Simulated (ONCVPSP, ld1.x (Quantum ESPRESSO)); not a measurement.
# Potentials for phosphorus compared

Generated with ld1.x 7.5 (TM, RRKJ, ultrasoft, PAW), atompaw 4.2 or ONCVPSP 4.0.1. The cutoff is in Ry: for ld1.x and atompaw files where the sum of valence levels is converged to 10 mRy in a Bessel basis, for ONCV files where the hardest occupied wave has 1 mHa per electron of residual kinetic energy. The error is the largest all-electron minus pseudo excitation energy over each file’s own four to seven test configurations (ionisations up to +4, promotions, holes and added fractions of an electron), all of which were solved. The labels leave out finer settings (local radius, basis sizes, second energies), which also bear on the numbers. Spin-polarised tests are not counted. The rows are a selection from randomly drawn settings: files with unsolved tests, undetermined cutoffs or missed reference levels are left out.

```tsv
potential	cutoff (Ry)	largest error (meV)	bound ghosts
ONCV, PBE, scalar-relativistic, rc 1.65/1.70 (sp), local smoothed, core correction yes, reference 3s2 3p1, qcut 6.7/5.6, projectors 2/1	25	-25	none
ONCV, PBEsol, scalar-relativistic, rc 1.40/1.55 (sp), local smoothed, core correction no, reference 3s1.5 3p3.5, qcut 4.2/7.3, projectors 1/2	25	+24	none
ONCV, LDA (Perdew-Wang 92), scalar-relativistic, rc 0.75/0.75 (sp), local smoothed, core correction yes, reference 2s2 2p6 3s2 3p2, qcut 13.1/15.8, projectors 3/2	222	+6.1	none
TM, PBEsol, scalar-relativistic, rc 1.60/1.80/1.60 (spd), local smoothed, core correction yes, reference 3s2 3p0	25	+125	none
ultrasoft, PBE, scalar-relativistic, rc 1.40/1.80/1.55 (spd), local smoothed, core correction yes, reference 3s1.75 3p3.25	18	+47	none
ONCV, LDA (Perdew-Wang 92), scalar-relativistic, rc 0.80/0.70 (sp), local smoothed, core correction yes, reference 2s2 2p6 3s2 3p3, qcut 16.3/15.9, projectors 3/2	647	+7.6	none
ONCV, PW91, scalar-relativistic, rc 0.85/0.80/0.95 (spd), local smoothed, core correction yes, reference 2s2 2p6 3s2 3p3, qcut 18.2/17.2/10.4, projectors 3/2/2	239	+9.0	none
```

**Question.** Fill in the row for P: TM, PBEsol, fully relativistic, rc 1.45/1.80/1.50 (spd), local p, core correction yes, reference 3s2 3p2.5.

**Answer.** cutoff 25 Ry, largest error +138 meV, bound ghosts: none.
